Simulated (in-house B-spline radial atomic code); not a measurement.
Sr. Computed with a B-spline radial atomic code. Model: all-electron spherical atom, spin shells full or empty, radial basis limit, no spin-orbit coupling: exact exchange with a local potential (Slater, KLI or optimised effective potential, whose far tail is KLI's), no correlation.

The run also made RPA and GW results, which its time includes.

The Slater potential averages the orbital exchange potentials with the orbital densities as weights, KLI adds orbital constants, and the optimised effective potential minimises the exact-exchange energy among local potentials. So their energies lie above Hartree-Fock in the order OEP, KLI, Slater. All fall off as −1/r, unlike LDA and GGA exchange.

Command:
```bash
python run_gw.py task.json out
```
Settings (nuclear radius in fm, other lengths in bohr, energies in hartree):
```
Z                      38
electrons              38
configuration          [Kr] 5s2
hamiltonian            x2c
method                 slater
lmax                   9
rms_radius             4.224
spin_polarised         False
box_radius             40
intervals              108
ion_configuration      [Kr] 5s1
```

Cost of the run: 24 s on 1 thread of Arm Neoverse N1, on a shared host.

Given: hamiltonian one-electron scalar X2C; mean-field start Slater potential.

Computed: energy above Hartree-Fock 346.72 millihartree.

```tsv
radius (bohr)	r times exchange potential (hartree bohr)
0.00132	-0.055514
0.00167	-0.070122
0.00213	-0.089221
0.00271	-0.1131
0.00345	-0.14319
0.00438	-0.18033
0.00558	-0.22698
0.00709	-0.28345
0.00902	-0.35164
0.0115	-0.43239
0.0146	-0.52227
0.0186	-0.62059
0.0236	-0.71756
0.0301	-0.80573
0.0382	-0.86596
0.0486	-0.88807
0.0619	-0.89776
0.0787	-0.97159
0.1	-1.1248
0.127	-1.2916
0.162	?
0.206	-1.3766
0.262	-1.3279
0.334	?
0.424	-1.7269
0.54	-1.8361
0.687	-1.7347
0.874	-1.4474
1.11	-1.352
1.41	-1.4337
1.8	-1.4422
2.29	-1.2909
2.91	-1.0286
3.7	-0.93846
4.71	-0.96381
5.99	-0.98855
7.62	-0.99784
```

What belongs in the row 0.162?

r times exchange potential (hartree bohr): -1.3965.

What belongs in the row 0.334?

r times exchange potential (hartree bohr): -1.4918.

```tsv
occupied	level (hartree)	Hartree-Fock level (hartree)
1s	-591.33	-595.25
2s	-81.246	-83.108
2p	-72.62	-73.65
3s	?	?
3p	-10.249	-10.803
3d	-5.4897	-5.587
4s	-1.7673	-1.9484
4p	?	?
5s	-0.2126	-0.18122
```

What belongs in the row 3s?

level (hartree): -13.093; Hartree-Fock level (hartree): -13.955.

What belongs in the row 4p?

level (hartree): -1.0762; Hartree-Fock level (hartree): -1.0951.

```csv
empty,level (hartree)
4d,-0.18673
5p,-0.11549
6s,-0.072648
```

The highest level, 5s, differs from Hartree-Fock by -0.85 eV and the deepest, 1s, by +107 eV: the Slater potential lacks the response part and is deeper than the optimised one throughout, so the top level comes too deep.
